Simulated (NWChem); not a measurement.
System: C₄H₂ClF; SMILES C#C/C=C(\F)Cl

Problem. Give the equilibrium geometry at B3LYP/6-31G* (spherical d) (NWChem) as a Z-matrix, with the point group.

Solution. point group Cs; any orientation.
```
C
C 1 1.3403
F 2 1.3271 1 123.17
H 1 1.0854 2 117.91 3 180.00
C 1 1.4169 4 119.13 2 180.00
C 5 1.2103 4 151.73 1 180.00
H 6 1.0662 4 162.91 1 180.00
Cl 2 1.7306 3 112.63 1 180.00
```
